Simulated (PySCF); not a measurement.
These are PBE-D3(BJ)/def2-TZVP // r2SCAN-D4/def2-SVP run with PySCF values and carry that method's errors. All species are isolated molecules in the gas phase. 

Reference species: [Ag(CO)(H)] (neutral, multiplicity 1).

The coordination number is 2 and the dipole moment comes out as 3.40 D.

Changed species: [Ag(CNH)(H)] (L = CNH, X = H; the reference has L = CO, X = H).

Problem. Give the shifts of the coordination number and dipole moment.

Solution. the coordination number stays essentially unchanged; the dipole moment rises by 3.78 D, to 7.18 D.
